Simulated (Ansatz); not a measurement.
Reaction (hydrogenolysis of the Al–C bond): `C[CH2][Al]([CH2]C)[CH2]C` + H₂ → `C[CH2][AlH][CH2]C` + `CC`

Gas-phase electronic energies from Ansatz, PBE0-D4/def2-TZVP geometries. CCSD(T)/CBS is the MP2 limit (def2-TZVPP, def2-QZVPP) plus CCSD(T) − MP2 in def2-TZVPP, frozen cores. This one scheme is used for every species. Functionals use def2-TZVPP. Each species was taken in one conformer, which may not be the lowest.

| level | ΔE (eV) |
| --- | --- |
| LDA (SPW92) | -0.33 |
| B97M-V | -0.51 |
| PBE0-D4 | -0.35 |
| RPA@PBE/def2-TZVPP | -0.37 |
| MP2/def2-SVP | -0.42 |
| CCSD(T)/def2-TZVPP | -0.35 |
| HF/CBS(def2) | -0.67 |
| CCSD/CBS(def2) | -0.38 |

(1) What does CCSD(T)/CBS give? (Estimate.)

Largest T1 diagnostic among the species: 0.009.

Answers

(1) The calculation gave: -0.33 eV. The listed levels differ from it by 0.00, -0.18, -0.02, -0.04, -0.09, -0.02, -0.34, -0.05 eV.

From PBE to PBE0 (25 % exact exchange), in def2-TZVPP and without D4, ΔE moves by −0.04 eV. The D4 term adds +0.12 eV with B3LYP and +0.07 eV with PBE0; it sums over pairs of atoms, weighted by their polarisabilities, and B3LYP, whose exchange is more repulsive, gets the larger term. At CCSD(T), def2-SVP lies −0.15 eV from the extrapolated value and def2-TZVPP −0.03 eV.

B3LYP here is the variant with VWN-RPA as its local correlation; programs differ in this.
